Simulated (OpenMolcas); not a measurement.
# Computed transition rates of Re⁴⁺

```json
{
 "Program": "OpenMolcas",
 "Method": "MS-CASPT2, IPEA 0.25 Eh, imaginary shift 0.1 Eh (closed shells correlated: 5s 5p)",
 "Basis": "ANO-RCC-VQZP [9s8p6d4f3g2h]",
 "Scalar Hamiltonian": "DKH2, point nucleus",
 "Active space": "3 electrons in 10 orbitals (5d 6d)",
 "State averaging": "2S+1 = 4 even, 10 roots; 2S+1 = 2 even, 40 roots",
 "Spin-orbit coupling": "state interaction with AMFI integrals over the reference wave functions, term energies averaged over their components"
}
```

Rates come from the transition moments of the reference wave functions (E1 and E2 in the length form). At fixed line strength A goes as λ^-3 for E1 and M1 and as λ^-5 for E2, so a rate at the computed wavelength can be rescaled to the measured one. Measured vacuum wavelengths follow from level energies in the list in Brasseur, Gamrath and Quinet, At. Data Nucl. Data Tables 157, 101636 (2024). Branching counts decays inside the model space alone, at computed energies, and the table is only a selection of the E2 and M1 lines, drawn from those between levels with measured partners whose computed energy lies within a factor of 1.5 of the measured one.

```
            Upper              Lower  Type  λ computed (nm)  λ measured (nm)  A computed (s-1)  A rescaled (s-1)  Branching %
5d³ ⁴F_9/2 [64 %]         5d³ ⁴F_7/2    M1             3361             3400          5.33e-01          5.15e-01        100.0
       5d³ ⁴F_7/2         5d³ ⁴F_5/2    M1             2399             2427          2.65e+00          2.56e+00        100.0
       5d³ ⁴F_5/2         5d³ ⁴F_3/2    M1             2002             2061          4.72e+00          4.33e+00        100.0
      5d³ ²H_11/2  5d³ ²H_9/2 [55 %]    M1             1346             1406          2.80e+00          2.46e+00         43.0
5d³ ²H_9/2 [55 %]  5d³ ⁴F_9/2 [64 %]    M1             1208             1242          7.03e+00                           52.1
5d³ ²P_1/2 [62 %]  5d³ ⁴P_1/2 [62 %]    M1             1068             1070          1.58e+01                           92.1
       5d³ ²G_7/2         5d³ ⁴F_7/2    M1            988.2              996          5.12e+00                           26.6
5d³ ²H_9/2 [55 %]         5d³ ⁴F_7/2    M1            888.7            909.6          6.45e+00                           47.8
       5d³ ²F_5/2         5d³ ⁴P_5/2    M1            721.9            755.3          2.84e+00                           21.0
       5d³ ²G_7/2         5d³ ⁴F_5/2    M1            699.9            706.2          1.41e+01                           73.2
5d³ ⁴P_1/2 [62 %]         5d³ ⁴F_3/2    M1            693.5            698.1          1.72e+00                           82.8
      5d³ ²H_11/2  5d³ ⁴F_9/2 [64 %]    M1            636.7            659.5          3.69e+00                           56.8
       5d³ ²F_5/2         5d³ ²G_7/2    M1            619.7            660.1          2.46e+00                           18.2
       5d³ ²F_7/2         5d³ ²G_7/2    M1            609.1            640.5          4.36e+00                           29.1
       5d³ ⁴P_5/2         5d³ ⁴F_5/2    M1            603.4            622.3          8.56e-01                            9.9
    5d³ ²D_3/2(2)         5d³ ²F_5/2    M1            537.8              559          1.12e+01                           15.2
    5d³ ²D_5/2(2)         5d³ ²F_5/2    M1            532.1            546.3          1.79e+01                           18.0
    5d³ ²D_5/2(1)         5d³ ⁴F_7/2    M1            489.2            505.9          1.58e+01                           64.4
       5d³ ²F_7/2  5d³ ⁴F_9/2 [64 %]    M1            424.4            440.3          6.61e+00                           44.1
    5d³ ²D_3/2(2)      5d³ ²D_5/2(1)    M1            409.7            428.9          1.40e+01                           19.1
    5d³ ²D_5/2(1)         5d³ ⁴F_5/2    M1            406.3            418.7          2.98e+00                           12.2
       5d³ ²F_7/2         5d³ ⁴F_5/2    M1            325.7            335.9          2.02e+00                           13.5
    5d³ ²D_5/2(2)         5d³ ⁴P_5/2    M1            306.3              317          2.16e+01                           21.7
    5d³ ²D_3/2(2)         5d³ ²G_7/2    E2            287.9            302.7          1.21e+01          9.42e+00         16.6
       5d³ ²F_5/2         5d³ ⁴F_3/2    M1            282.3            292.7          4.38e+00                           32.4
```

Spin-changing lines and M1 lines between different terms are not rescaled, since their strength hangs on the term gaps too.

The largest correction is for 5d³ ²D_3/2(2) → 5d³ ²G_7/2 (E2): 1.21e+01 × (287.9 / 302.7)^5 = 9.42e+00 s-1, a factor of 0.78.

The computed rate and branching of 5d³ ⁴F_5/2 → 5d³ ⁴F_3/2 give the upper level a radiative lifetime of 1.000 / 4.72e+00 s-1 = 2.12e-01 s, counting decays inside the model space alone. The rescaled rate gives about 2.3e-01 s.

These are rates of the free ion; in crystals, glasses and complexes forced electric-dipole and non-radiative decay shorten such lifetimes by orders of magnitude. No measured rate stands beside these. Rescaling mends the energy factor alone: line strengths can still be far off where a level mixes with configurations outside the active space, and weak or spin-changing lines hang on small mixing coefficients that depend on the term gaps too, so rescaling need not improve them.

Term energies are means over components that CASPT2 splits; among the terms shown or strongly mixed into the levels shown the widest spread is 500 cm-1 (5d³ ⁴F). Active for correlation alone: 6d; no level in the range computed is led by a configuration that fills it, so any true level of that kind is missing. Computed and measured levels are paired by configuration, term and J; levels that our copy of the source lacks, or whose pairing is in doubt (as where it misses far off the trend of its configuration), stay unpaired. Only configurations of the active space appear.

A share in square brackets marks a mixed level and gives the weight of the term that names it. A number in round brackets counts repeated terms of one configuration in the order of the reference energies.
